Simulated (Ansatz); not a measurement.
One change: `CBOCO` becomes `OCOCO`.

Ansatz, PBE0-D4/def2-TZVP geometries, multiplicity 1. Each molecule was computed in one conformer, which needn't be the lowest.

```json
{"property": "HOMO energy (B3LYP/def2-TZVPP) / eV", "`CBOCO`": "-8.27"}
{"property": "size of the dipole moment (PBE/def2-TZVPP) / D", "`CBOCO`": "1.14"}
{"property": "HOMO energy (PBE/def2-TZVPP) / eV", "`CBOCO`": "-6.95"}
{"property": "size of the dipole moment (B3LYP/def2-TZVPP) / D", "`CBOCO`": "1.11"}
{"property": "LUMO energy (PBE0/def2-TZVPP) / eV", "`CBOCO`": "0.13"}
{"property": "LUMO energy (PBE/def2-TZVPP) / eV", "`CBOCO`": "-0.89"}
```

(1) Give the same properties after the change, and the shifts. (Best estimate.)

Answers

(1) The calculation gave: 
| property | `OCOCO` | shift |
| --- | --- | --- |
| HOMO energy (B3LYP/def2-TZVPP) / eV | -7.89 | 0.38 |
| size of the dipole moment (PBE/def2-TZVPP) / D | 1.64 | 0.50 |
| HOMO energy (PBE/def2-TZVPP) / eV | -6.46 | 0.49 |
| size of the dipole moment (B3LYP/def2-TZVPP) / D | 1.69 | 0.58 |
| LUMO energy (PBE0/def2-TZVPP) / eV | 0.76 | 0.63 |
| LUMO energy (PBE/def2-TZVPP) / eV | -0.14 | 0.75 |

With PBE0 the HOMO rises by 0.35 eV and the LUMO rises by 0.63 eV, so the gap widens by about 0.28 eV. PBE moves the HOMO by 0.49 eV and ωB97M-V by 0.26 eV. Dipoles are sizes alone; their direction can turn.

B3LYP here is the variant with VWN-RPA as its local correlation; programs differ in this.
